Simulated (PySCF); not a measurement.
Calculated NMR parameters of c1ccc2cocc2c1

```yaml
Formula: C8H6O
SMILES: c1ccc2cocc2c1
Point_group_of_the_computed_structure: C2v
Degrees_of_unsaturation: 6
Carbon_signals: 4
Proton_signals: 3
```

Atom-mapped SMILES (the numbers label the heavy atoms): `[cH:1]1[cH:2][cH:3][c:4]2[cH:5][o:6][cH:7][c:8]2[cH:9]1` (H(Xn): hydrogen on atom n).

[PySCF 2.14.0 with density-fitted response routines: shieldings: GIAO PBE0/pcSseg-1; B3LYP/pcJ-1 coupling constants (without the spin–dipole term); coordinates at the GFN2-xTB level; a single conformation; no solvent model; non-relativistic Hamiltonian; averaged over atoms made equivalent by symmetry, fast rotation or ring inversion]

References, each an isolated molecule treated in the same way: 1H (σ = 31.72 ppm), 13C (σ = 186.93 ppm) against TMS; H2O for 17O (σ = 336.08 ppm).

| carbon | δC, type | δH (multiplicity, J in Hz) | HMBC from (abs. J ≥ 3 Hz) | span of the C tensor (ppm) |
| --- | --- | --- | --- | --- |
| C1/C2 | 129.3, CH | 7.27 (m) | H(C3)/H(C9) | 224 |
| C3/C9 | 124.7, CH | 7.84 (m) | H(C1)/H(C2) | 217 |
| C4/C8 | 130.3, C | – | H(C5)/H(C7), H(C3)/H(C9), H(C1)/H(C2) | 190 |
| C5/C7 | 139.1, CH | 8.20 (m) | H(C5)/H(C7), H(C3)/H(C9) | 118 |

Other nuclei:
```tsv
atoms	nucleus	environment	δ (ppm)	σ (ppm)
O6	17O	aromatic ring oxygen	321.6	14.5
```

Selected couplings (Hz, signed; the shortest-range and largest first, 30 at most; isotopes 13C, 1H): 1J(C5,H(C5)) 212.2, 1J(C3,H(C3)) 166.4, 1J(C1,H(C1)) 163.7, 3J(H(C1),H(C9)) 10.0.

Carbon types of the structure: 2 × C, 6 × CH, which accounts for all hydrogens. δC 139.1: aromatic CH next to the ring oxygen. δC 130.3: ring-fusion aromatic carbon. δC 129.3, 124.7: aromatic CH. δH 8.20: hydrogen on an aromatic CH next to the ring oxygen; it sits in the deshielding region of the aromatic ring current. δH 7.84, 7.27: hydrogen on an aromatic CH; the ring current deshields protons in the ring plane.

Splittings below 1 Hz are ignored in the labels, and close J values are merged. Couplings among chemically equivalent protons are left out too, so labels in AA′BB′ or AA′XX′ sets are apparent multiplicities. Unscaled 3J(H,H) at this level run about 10 % above measured values. Shifts are as computed. Against solution values, carbons near 30 ppm lie about +3 ppm off and those near 130 ppm about +5 ppm. Of 1211 compounds with measured shifts, 218 miss one by over three times the rms of a fit or turn the order of signals round; such compounds aren't used in these exercises. Unscaled 17O shifts of doubly bonded oxygen tend to come out too high, by tens of ppm or more. Experimental scales use liquid or dissolved standards, which lie at an offset from isolated H2O (liquid H2O: subtract about 36 ppm).
